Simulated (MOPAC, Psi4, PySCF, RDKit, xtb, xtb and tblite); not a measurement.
Two geometries of SMILES COc1ccccc1-c1ccco1, relaxed at GFN2-xTB with one dihedral held; other torsions can differ between them too.

Structure A

```
23

C     -1.7804     2.3030    -0.8823
O     -0.7098     1.4536    -0.5481
C     -0.9748     0.1546    -0.2349
C     -2.2444    -0.4073    -0.2750
C     -2.4426    -1.7349     0.0672
C     -1.3754    -2.5213     0.4586
C     -0.1081    -1.9732     0.5016
C      0.1201    -0.6439     0.1536
C      1.4684    -0.1114     0.2387
C      2.0700     0.9938    -0.3087
C      3.4105     0.9810     0.1365
C      3.5329    -0.1215     0.9243
O      2.3710    -0.7876     0.9928
H     -1.3343     3.2818    -1.0536
H     -2.5077     2.3770    -0.0675
H     -2.2876     1.9743    -1.7954
H     -3.0953     0.1858    -0.5706
H     -3.4396    -2.1478     0.0270
H     -1.5284    -3.5550     0.7285
H      0.7343    -2.5747     0.8070
H      1.6135     1.7139    -0.9529
H      4.1746     1.6941    -0.0974
H      4.3612    -0.5241     1.4735
```

Structure B

```
23

C     -1.7617     2.2846    -0.9343
O     -0.7065     1.4462    -0.5389
C     -0.9732     0.1542    -0.2160
C     -2.2464    -0.4031    -0.2531
C     -2.4518    -1.7284     0.0889
C     -1.3853    -2.5192     0.4746
C     -0.1157    -1.9776     0.5154
C      0.1223    -0.6464     0.1761
C      1.4749    -0.1228     0.2336
C      2.6530    -0.7429     0.5865
C      3.6688     0.2276     0.4659
C      3.0463     1.3659     0.0510
O      1.7315     1.1627    -0.0902
H     -1.3038     3.2515    -1.1376
H     -2.5078     2.3993    -0.1406
H     -2.2509     1.9197    -1.8437
H     -3.0933     0.1947    -0.5506
H     -3.4505    -2.1372     0.0515
H     -1.5411    -3.5530     0.7424
H      0.7151    -2.5950     0.8162
H      2.7869    -1.7594     0.8934
H      4.7135     0.0958     0.6608
H      3.4189     2.3469    -0.1694
```

Q: Which is lower in energy at the level B3LYP-D3(BJ)/def2-SVP // GFN2-xTB in Psi4, and by how much?

A: A is lower, by 17.38 kJ/mol (dihedral C3–C8–C9–O13: 160° in A, 0° in B).

E(B) − E(A) in kJ/mol at the other levels, on the same two geometries: GFN2-xTB (xtb and tblite) 4.61; MMFF94 // GFN2-xTB (RDKit) 20.99; B3LYP/def2-SVP // GFN2-xTB (Psi4) 17.01; PBE/def2-SVP // GFN2-xTB (Psi4) 15.48; PBE-D3(BJ)/def2-SVP // GFN2-xTB (Psi4) 15.73; UFF // GFN2-xTB (RDKit) -12.38; AM1, restricted, heats of formation // GFN2-xTB (MOPAC) 7.43; PM6, restricted, heats of formation // GFN2-xTB (MOPAC) 12.34; GFN1-xTB // GFN2-xTB (xtb) 13.33; restricted B3LYP/6-31G*, spherical d, density fitting // GFN2-xTB (PySCF) 16.25; restricted Hartree-Fock/3-21G, density fitting // GFN2-xTB (PySCF) 30.26; restricted B3LYP/3-21G, density fitting // GFN2-xTB (PySCF) 24.01; restricted B3LYP/LANL2DZ, density fitting // GFN2-xTB (PySCF) 24.75.
